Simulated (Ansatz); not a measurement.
Reaction (silylene formation by 1,1-elimination): `Cl[Si](Cl)(Br)Br` → `Br[Si]Br` + Cl₂

Gas-phase electronic energies from Ansatz, PBE0-D4/def2-TZVP geometries. CBS: MP2 limit from def2 TZ/QZ plus the TZ coupled-cluster correction, frozen cores. This one scheme is used for every species. DFT in def2-TZVPP. B3LYP here is the variant with VWN-RPA as its local correlation; programs differ in this. For Br outer-core shells are correlated without core-valence functions, which leaves a few kJ/mol of doubt a bond. Scalar relativity is left out up to krypton.

`Cl[Si](Cl)(Br)Br`:

Cartesian coordinates in Å:
```
Cl 0.058 -1.901 -0.750
Si 0.002 -0.028 0.018
Cl 0.070 -0.138 2.039
Br 1.725 1.111 -0.710
Br -1.855 0.956 -0.597
```

`Br[Si]Br`:

Cartesian coordinates in Å:
```
Br -0.504 1.292 -1.162
Si -0.366 0.260 0.831
Br 0.870 -1.552 0.331
```

Cl₂:

Cartesian coordinates in Å:
```
Cl 0.845 0.468 0.223
Cl -0.845 -0.468 -0.223
```

| level | ΔE (eV) |
| --- | --- |
| revPBE-D4 | 4.79 |
| ωB97M-V | 5.05 |
| B3LYP | 4.61 |
| HF/def2-SVP | 5.15 |

(1) What does CCSD(T)/CBS give? (Estimate.)

Largest T1 diagnostic among the species: 0.010.

Answers

(1) Ansatz gave: +5.14 eV. The listed levels differ from it by -0.35, -0.09, -0.53, 0.01 eV.

From BLYP to BHLYP (50 % exact exchange), in def2-TZVPP and without D4, ΔE moves by +0.74 eV. Leaving LDA and LC-ωPBE aside and taking each functional with its dispersion term where it has one, the values, not all of them listed here, spread over 0.83 eV, from BLYP-D4 to PBE-QIDH. LDA lies +0.44 eV from PBE without D4. The D4 term adds +0.25 eV with B3LYP and +0.13 eV with PBE0; it sums over pairs of atoms, weighted by their polarisabilities, and B3LYP, whose exchange is more repulsive, gets the larger term.
